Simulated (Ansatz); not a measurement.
A run for Ansatz (a program for electronic structure): R-PBE0/def2-TZVPP on LiBe+, 2S+1 = 1, a spin state set in the input, which need not be the lowest. Charge +1.

Ansatz 0.2 input:
```yaml
crystal:
  periodic: [false, false, false]
  atoms:
    - {symbol: Li, position_ang: [0.00000000, 0.00000000, 0.00000000]}
    - {symbol: Be, position_ang: [0.00000000, 0.00000000, 2.12800000]}
basis:
  gaussian:
    orbitals: def2-TZVPP
hamiltonian:
  xc: {name: PBE0}
total_charge: 1
relax: {f_tol: 0.002, max_steps: 120}
```

### Question
Predict the final total energy.

### Answer
-21.9230 hartree.
